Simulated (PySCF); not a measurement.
## Gas-phase thermal properties of InCl3.NH3

Computed with PySCF and rigid-rotor harmonic-oscillator thermochemistry at 1 bar. All species are closed-shell singlets. In: scalar-relativistic def2 core potential, no spin-orbit coupling. Adducts (InCl3.NH3) have no counterpoise correction, and HF, PBE, BLYP, B3LYP and PBE0 lack dispersion. InCl3.NH3: computed as isolated molecules; such fragments, hydroxides, amides, oligomers or adducts are transient or little studied in the gas. The harmonic model lacks anharmonicity and excited electronic states, which grow with temperature; levels with a mode under 35 cm⁻¹ are left out. Soft modes under 120 cm⁻¹ make the harmonic entropy rough for InCl3.NH3.

```
level           point group  σ  ZPE (kJ/mol)  S°298 (J/mol/K)  Cp298 (J/mol/K)  S°1000 (J/mol/K)  H1000 − H298 (kJ/mol)
--------------  -----------  -  ------------  ---------------  ---------------  ----------------  ---------------------
PBE/def2-SVP            C3v  3         105.9            409.9            119.7             575.5                   98.4
PBE0/def2-TZVP          C3v  3         109.8            408.3            118.4             572.3                   97.4
```
σ: rotational symmetry number. Electronic degeneracy used: 1. Frequencies are unscaled.
